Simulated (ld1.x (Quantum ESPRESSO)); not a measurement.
## What one change does to a pseudopotential (barium, TM)

Ba, norm-conserving Troullier–Martins (Kleinman–Bylander form), made with ld1.x (Quantum ESPRESSO) 7.5 (LDA (PZ), fully relativistic). Core [Xe], reference 5d0 6s1.5 6p0.5. Waves: 6p (bound): rc 3.45 bohr; 5d (bound, empty): rc 0.75 bohr; 6s (bound): rc 3.75 bohr. Local part: the s channel. Core correction: none.

Open shells are filled in proportion to 2j + 1 (rel_dist='average').

All-electron outer shells of the reference configuration (LDA (PZ), scalar-relativistic, ld1.x):

| shell | level (eV) | outermost node (bohr) | outermost maximum (bohr) |
| --- | --- | --- | --- |
| 5s | -34.39 | 0.80 | 1.47 |
| 5p | -19.38 | 0.86 | 1.67 |
| 6s | -3.67 | 1.96 | 4.00 |
| 5d | -2.57 | 1.00 | 2.49 |
| 6p | -1.55 | 2.35 | 5.34 |

Change: local potential the d channel.

Cutoffs: the cutoffs (Ry, on a coarse ladder) from which the occupation-weighted sum of valence levels, in a spherical-Bessel basis at the reference potential, stays within 10 and 1 mRy of its value at 400 Ry; they do not see the model core or the augmentation charge, which bear on the density cutoff. Errors are all-electron minus pseudo energies relative to the spin-unpolarised reference configuration.

Question: How do hardness, ghosts and transferability respond?

Answer: The potential gets softer (8 Ry and 15 Ry → 8 Ry and 12 Ry); the bound ghosts move from p to d, p, s; the errors of the 6 common tests hardly move; the range in which the p1/2 phases agree widens (upper end 0.1 → 1.6); the range in which the p3/2 phases agree widens (upper end 0.1 → 1.6). In the separable form a ghost depends on how the local part lies against the semilocal potential of the channel, so the choice of the local part can create or remove one.

| quantity | base | changed |
| --- | --- | --- |
| cutoff, loose | 8 Ry | 8 Ry |
| cutoff, tight | 15 Ry | 12 Ry |
| bound ghosts | p1/2, p3/2 | s, p1/2, p3/2, d3/2 (extra level of the local part), d5/2 (extra level of the local part) |
| tests counted (converged, no solver errors) | 6 of 7 | 6 of 7 |
| error for 5d0 6s2 6p0, meV [ΔE -1.04 eV] | +8.1 | +8.0 |
| error for 5d0 6s1 6p0, meV [ΔE 4.50 eV] | +18 | +20 |
| error for 5d0 6s1.5 6p0, meV [ΔE 1.17 eV] | +3.3 | +3.5 |
| error for 5d0 6s1 6p1, meV [ΔE 1.07 eV] | +9.5 | +8.9 |
| error for 5d0 6s0 6p2, meV [ΔE 3.31 eV] | +108 | +100 |
| error for 5d0 6s0 6p1, meV [ΔE 7.20 eV] | +145 | +132 |
| s: phases at 4.03 bohr within 0.05 rad from the reference energy up to (Ry; the scan ends near 5) | 0.9 | 0.4 |
| p1/2: phases at 4.03 bohr within 0.05 rad from the reference energy up to (Ry; the scan ends near 5) | 0.1 | 1.6 |
| p3/2: phases at 4.03 bohr within 0.05 rad from the reference energy up to (Ry; the scan ends near 5) | 0.1 | 1.6 |
| d3/2: phases at 4.03 bohr within 0.05 rad from the reference energy up to (Ry; the scan ends near 5) | 0.6 | n/a |
| d5/2: phases at 4.03 bohr within 0.05 rad from the reference energy up to (Ry; the scan ends near 5) | 0.6 | 1.2 |

Base: The cutoffs count occupied waves only; the empty 5d level needs 100 Ry at the loose tolerance. Tests not counted: 5d1 6s1 6p0 (solver errors, printed error -11.8 eV). The 5d radius (0.75 bohr) lies inside the outermost node of the all-electron wave (1.00 bohr), which a nodeless pseudo-wave cannot match soundly. Changed file: The cutoffs count occupied waves only; the empty 5d level needs 90 Ry at the loose tolerance. Tests not counted: 5d1 6s1 6p0 (solver errors, printed error -2.7 eV). The 5d radius (0.75 bohr) lies inside the outermost node of the all-electron wave (1.00 bohr), which a nodeless pseudo-wave cannot match soundly. A true bound ghost makes a file unfit for plane-wave use even where its test errors are small: the radial tests pick states by their node count and pass the ghost by. Where a test does run into it, the solver fails or the error is huge.
